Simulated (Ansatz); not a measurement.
A structure relaxed at PBE-D4/def2-SVP in Ansatz, charge 0, singlet:

Cartesian coordinates in Å:
```
Ge -0.050 -1.688 0.472
Te -2.406 -0.310 0.303
Te -0.282 0.923 1.525
Te 1.373 1.797 -0.595
Te 1.365 -0.721 -1.705
```

(1) Give its formula.

(2) Summarise the bond lengths by kind (pairs closer than 1.2 times the sum of covalent radii, bridged metal pairs left out).

Answers

(1) the cluster GeTe₄ (the lowest singlet isomer of a short search).

(2) 3 × Ge–Te 2.73 to 2.82 Å; 3 × Te–Te 2.74 to 2.83 Å.

In the def2 sets Te takes a core potential; there is no spin–orbit coupling. The structure comes from a short search, and lower isomers may exist.
